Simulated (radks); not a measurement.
Problem. Hg XXII, configuration [Kr] 4d10 4f13. Method: scalar-relativistic Kohn-Sham, LDA (Slater exchange, VWN5 correlation), spin-polarised, spherical densities, finite nucleus; open shells are filled with parallel spins first (spin-orbit coupling, left out, can overturn this in heavy ions); Fermi nuclear charge, rms radius 5.4648 fm; computed with a radial shooting solver on a logarithmic mesh with Libxc functionals. Some entries of the table are withheld. Estimate them.

| orbital | occ. | eigenvalue (eV) | <r> (bohr) | <1/r> (bohr^-1) |
|---|---|---|---|---|
| 1s down | 1 | -83611.35 | 0.01660 | 97.45 |
| 1s up | 1 | -83611.35 | 0.01660 | 97.45 |
| 2s up | 1 | -15258.89 | 0.06996 | 22.87 |
| 2s down | 1 | -15258.84 | 0.06996 | 22.87 |
| 2p up | 3 | -13242.62 | 0.06328 | 20.28 |
| 2p down | 3 | -13242.58 | 0.06328 | 20.28 |
| 3s up | 1 | -4017.421 | 0.1807 | 8.485 |
| 3s down | 1 | -4016.534 | 0.1807 | 8.487 |
| 3p up | 3 | -3434.311 | 0.1820 | 7.726 |
| 3p down | 3 | -3433.413 | 0.1820 | 7.727 |
| 3d up | 5 | -2819.408 | 0.1648 | 7.268 |
| 3d down | 5 | -2818.704 | 0.1648 | 7.269 |
| 4s up | 1 | -1276.840 | (1) | 3.676 |
| 4s down | 1 | -1275.442 | (2) | 3.675 |
| 4p up | 3 | -1083.388 | 0.4203 | 3.328 |
| 4p down | 3 | -1082.050 | 0.4204 | 3.327 |
| 4d up | 5 | -853.7247 | (3) | 3.013 |
| 4d down | 5 | -852.4203 | (4) | 3.012 |
| 4f up | 7 | -598.2078 | 0.4468 | 2.673 |
| 4f down | 6 | -596.8378 | 0.4472 | 2.672 |

Solution. 
(1) 4s up <r> (bohr): 0.3962
(2) 4s down <r> (bohr): 0.3963
(3) 4d up <r> (bohr): 0.4383
(4) 4d down <r> (bohr): 0.4385
